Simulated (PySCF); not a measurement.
Vertical excitations of a molecule C3H5BO2 from TDA-PBE/def2-SVPD run with PySCF 2.14.0, as energy in eV (oscillator strength): 4.53 (0.123), 4.61 (0.004), 5.30 (0.001), 5.75 (0.001), 5.82 (0.017), 6.23 (0.002), 6.40 (0.018), 6.53 (0.020), 6.72 (0.009), 6.82 (0.054). Lowest triplet (TDA): 2.85 eV. Geometry optimised at PBE0-D3(BJ)/def2-SVP. One conformer was computed; it need not be the lowest.

Task: Pick the molecule that these values belong to.
A) C=C1OCB1O
B) OB1C=CCO1
C) O=C1CB(O)C1
D) O=C1CCB1O

Result: A, C=C1OCB1O
